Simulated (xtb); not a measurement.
S4, SMILES S1SSS1. All values are semi-empirical tight-binding results from xtb (GFN2-xTB unless named), good for trends rather than for accurate numbers. Geometry: GFN2-xTB.

Optimised geometry:

```xyz
4

S      1.0569    -1.0569    -0.0082
S      1.0569     1.0569     0.0082
S     -1.0569     1.0569    -0.0082
S     -1.0569    -1.0569     0.0082
```
Charge 0, spin multiplicity 1.

The geometry has at least one imaginary mode, so it is a saddle point at that level.

* **point group as xtb finds it**: D4h
* **orbital gap**: 0.73 eV
* **static polarisability (D4 model)**: 80.0 bohr³
* **solvation energy, GFN2-xTB/ALPB(water)**: 5.6 kcal/mol
* **solvation energy, GFN2-xTB/ALPB(chcl3)**: -5.7 kcal/mol

Computed atomic charges and the Wiberg bond orders between heavy atoms:
charges (e) S1 0.00, S2 0.00, S3 0.00, S4 0.00. Bond orders S1–S2 1.12, S2–S3 1.12, S1–S4 1.12, S3–S4 1.12.
